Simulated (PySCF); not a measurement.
C5H13BO2Si, SMILES C[Si](C)(C)/C=C\B(O)O, GFN2-xTB optimised geometry.

```
22

C      2.58    -1.26    -2.41
Si     0.97    -0.62    -1.60
C      0.24    -2.03    -0.51
C     -0.29    -0.18    -2.97
C      1.45     0.89    -0.57
C      0.64     1.79     0.00
B     -0.93     1.79     0.00
O     -1.56     2.98     0.00
O     -1.71     0.67     0.03
H      3.05    -0.49    -3.01
H      3.29    -1.58    -1.66
H      2.38    -2.11    -3.06
H      0.43    -1.86     0.55
H     -0.83    -2.15    -0.64
H      0.70    -2.98    -0.76
H     -0.60    -1.05    -3.53
H      0.14     0.53    -3.68
H     -1.17     0.29    -2.55
H      2.52     1.05    -0.47
H      1.10     2.63     0.51
H     -2.52     2.92     0.01
H     -1.23    -0.16     0.05
```

Density from B3LYP/def2-SVP (PySCF 2.14.0) at that geometry.

Minimum of the electron density along straight lines between bonded atoms, close to the bond critical point (lines longer than 1.1 times the sum of covalent radii, or with two minima, are not listed):

| bond | length / Å | ρ at the minimum / e bohr⁻³ | ∇²ρ there / e bohr⁻⁵ | position (fraction from the first atom) |
|---|---|---|---|---|
| C1–Si2 | 1.908 | 0.110 | 0.31 | 0.62 |
| Si2–C3 | 1.922 | 0.107 | 0.31 | 0.38 |
| Si2–C4 | 1.908 | 0.110 | 0.31 | 0.38 |
| Si2–C5 | 1.895 | 0.112 | 0.33 | 0.38 |
| C5–C6 | 1.335 | 0.338 | -0.89 | 0.50 |
| C6–B7 | 1.574 | 0.184 | … | 0.68 |
| B7–O8 | 1.352 | 0.207 | 1.13 | 0.33 |
| B7–O9 | 1.362 | 0.201 | 1.12 | 0.33 |
| C1–H10 | 1.086 | 0.272 | -0.97 | 0.62 |
| C1–H11 | 1.086 | 0.272 | -0.97 | 0.62 |
| C1–H12 | 1.086 | 0.272 | -0.97 | 0.62 |
| C3–H13 | 1.087 | 0.272 | -0.97 | 0.62 |
| C3–H14 | 1.087 | 0.271 | -0.95 | 0.62 |
| C3–H15 | 1.086 | 0.272 | -0.97 | 0.62 |
| C4–H16 | 1.086 | 0.272 | -0.96 | 0.62 |
| C4–H17 | 1.086 | 0.273 | -0.97 | 0.62 |
| C4–H18 | 1.085 | 0.274 | -0.99 | 0.63 |
| C5–H19 | 1.087 | 0.277 | -1.01 | 0.62 |
| C6–H20 | 1.086 | 0.278 | -1.03 | 0.63 |
| O8–H21 | 0.958 | 0.357 | -2.38 | 0.81 |
| O9–H22 | 0.955 | 0.359 | -2.44 | 0.82 |

**Question.** What belongs in the gaps?

**Answer.** 
- C6–B7, ∇²ρ there / e bohr⁻⁵: -0.17
